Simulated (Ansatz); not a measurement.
Stepwise reaction of `[NH2][Al]([Cl])[Cl]` with hydrogen, as a gas-phase model of exchange steps in deposition or etching. ΔE in kJ/mol; ΔG adds harmonic PBE0-D4 terms to CCSD(T)/CBS, at 1 bar.

Calculated with Ansatz (gas phase, PBE0-D4/def2-TZVP geometries, no zero-point term in ΔE). CBS: MP2 limit from def2 TZ/QZ plus the TZ coupled-cluster correction, frozen cores. This one scheme is used for every species. Functionals use def2-TZVPP. B3LYP here is the variant with VWN-RPA as its local correlation; programs differ in this. Each species was taken in one conformer, which may not be the lowest.

| step | reaction | PBE-D4 | B3LYP-D4 | ωB97M-V | CCSD(T)/CBS | ΔG(500 K) |
| --- | --- | --- | --- | --- | --- | --- |
| 2 | `[NH2][AlH][Cl]` + H₂ → `[NH2][AlH2]` + HCl | 145.8 | 148.3 | 149.2 | 151.1 | 146.3 |

Q: Give the row of step 1, `[NH2][Al]([Cl])[Cl]` + H₂ → `[NH2][AlH][Cl]` + HCl. (An estimate is asked.)

A: Computed: 
| step | reaction | PBE-D4 | B3LYP-D4 | ωB97M-V | CCSD(T)/CBS | ΔG(500 K) |
| --- | --- | --- | --- | --- | --- | --- |
| 1 | `[NH2][Al]([Cl])[Cl]` + H₂ → `[NH2][AlH][Cl]` + HCl | 135.3 | 138.2 | 138.2 | 140.6 | 129.5 |

Q: By hand: ΔE of the 2 steps together at CCSD(T)/CBS.

A: (140.6) + (151.1) = 291.7 kJ/mol, or 145.8 kJ/mol a step.

In ΔE each step is higher than the one before. All are uphill at CCSD(T)/CBS. ΔG lies between 129.5 and 146.3 kJ/mol a step. PBE-D4 differs from CCSD(T)/CBS by -5.3 to -5.3 kJ/mol a step. Isolated molecules leave out the surface, adducts and barriers. Largest T1 diagnostic: 0.011.
